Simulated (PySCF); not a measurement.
# Dipole response of P²⁺ (phosphorus, charge +2)

[Ne] 3s2 3p1, 2P determinant. Calculation: PySCF 2.14, in aug-cc-pV(T+d)Z with one added diffuse shell each of s, p, d, f type (7s6p5d3f, 71 functions); the non-relativistic Hamiltonian (point nucleus). Coupled (time-dependent) response in atomic units; α is the mean over directions.

| method | mean α (bohr³) | α xx, yy, zz | C₆ (like pair) | S(−4) |
| --- | --- | --- | --- | --- |
| UHF | 9.576 | 9.821, 9.086, 9.821 | 35.15 | 40.49 |
| PBE0 | 9.280 | 9.482, 8.876, 9.482 | 33.58 | 37.08 |
| TPSSh | 9.382 | 9.609, 8.929, 9.609 | 34.39 | 37.75 |
| PW91 | 9.194 | 9.358, 8.867, 9.358 | 33.09 | 36.39 |

S(−4) is the Cauchy moment in α(ω) = α(0) + S(−4) ω² + …

α(iu) at UHF:

```
u (hartree)  α(iu) (bohr³)
          0          9.576
     0.0500          9.476
      0.100          9.191
      0.200          8.224
      0.300          7.023
      0.500          4.836
      0.750          3.056
       1.00          2.050
       1.50          1.100
       2.00         0.6977
       3.00         0.3728
       5.00         0.1774
```

A single London oscillator, α(iu) = α/(1 + u²/ω²), gives C₆ = (3/4) ω α². Matching the computed C₆ needs ω = 4 × 35.15 / (3 × 9.576²) = 0.511 hartree.

For an ion, C₆ is the dispersion term alone; charge-induced terms of lower order in 1/R come first.

The components differ because the open shell of this determinant is not spherical; for a pure term their mean is the scalar polarisability.
